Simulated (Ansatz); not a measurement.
Consider the redistribution: `[OH][Zr]([OH])([F])[F]` + `N[SiH](O)Br` → `[OH][Zr]([F])([F])[Br]` + `N[SiH](O)O`.

Computed with Ansatz on PBE0-D4/def2-TZVP structures; ΔE is electronic, products minus reactants. CBS: MP2 limit from def2 TZ/QZ plus the TZ coupled-cluster correction, frozen cores. This one scheme is used for every species. Functionals use def2-TZVPP. B3LYP here is the variant with VWN-RPA as its local correlation; programs differ in this. def2 core potentials past Kr. For Br, Zr outer-core shells are correlated without core-valence functions, which leaves a few kJ/mol of doubt a bond. Scalar relativity is left out up to krypton. One conformer a species, not always the lowest.

`[OH][Zr]([OH])([F])[F]`:

```xyz
7

O     1.678    0.128    0.130
Zr   -0.182   -0.221    0.385
O    -1.226    0.417   -1.081
F    -0.445   -2.106    0.565
F    -0.765    0.643    1.989
H     2.567    0.361   -0.120
H    -1.625    0.778   -1.867
```

`N[SiH](O)Br`:

```xyz
8

N    -0.160    0.960    0.726
Si    0.360   -0.408   -0.138
O    -0.883   -1.409   -0.473
Br    1.309    0.424   -1.973
H     0.275    1.857    0.589
H    -0.593    0.876    1.632
H     1.352   -1.285    0.511
H    -1.661   -1.014   -0.874
```

`[OH][Zr]([F])([F])[Br]`:

```xyz
6

O    -0.988   -0.791   -0.717
Zr    0.378    0.201    0.131
F     1.771   -0.975    0.649
F     1.077    1.470   -1.090
Br   -0.542    1.377    2.152
H    -1.696   -1.282   -1.125
```

`N[SiH](O)O`:

Z-matrix (Å, degrees):
```
Si
O 1 1.639
O 1 1.639 2 116.1
N 1 1.714 2 107.1 3 -119.6
H 1 1.475 2 104.4 3 114.2
H 2 0.959 1 117.1 3 74.9
H 3 0.959 1 117.0 2 -75.2
H 4 1.008 1 119.6 2 171.6
H 4 1.008 1 119.6 2 -46.2
```

```json
{"level": "PBE0-D4", "ΔE (kJ/mol)": "-38.3"}
{"level": "B3LYP-D4", "ΔE (kJ/mol)": "-39.3"}
{"level": "r2SCAN0-D4", "ΔE (kJ/mol)": "-44.5"}
{"level": "PBE", "ΔE (kJ/mol)": "-35.3"}
{"level": "B3LYP", "ΔE (kJ/mol)": "-41.5"}
{"level": "CCSD(T)/def2-SVP", "ΔE (kJ/mol)": "-25.9"}
{"level": "HF/def2-QZVPP", "ΔE (kJ/mol)": "-53.8"}
{"level": "SCS-MP2/def2-QZVPP", "ΔE (kJ/mol)": "-41.2"}
```

Q: What does CCSD(T)/CBS give? (Best estimate.)

A: The calculation gave: -40.7 kJ/mol. The listed levels differ from it by 2.4, 1.4, -3.8, 5.4, -0.8, 14.8, -13.1, -0.5 kJ/mol.

Largest T1 diagnostic among the species: 0.017.

Leaving LDA and LC-ωPBE aside and taking each functional with its dispersion term where it has one, the values, not all of them listed here, spread over 13.1 kJ/mol, from B97M-V to revPBE-D4. From PBE to PBE0 (25 % exact exchange), in def2-TZVPP and without D4, ΔE moves by −4.0 kJ/mol. In def2-TZVPP, CCSD(T) changes the Hartree–Fock value by +6.6 kJ/mol (the triples alone add −0.4 kJ/mol) and MP2 by +9.2 kJ/mol.
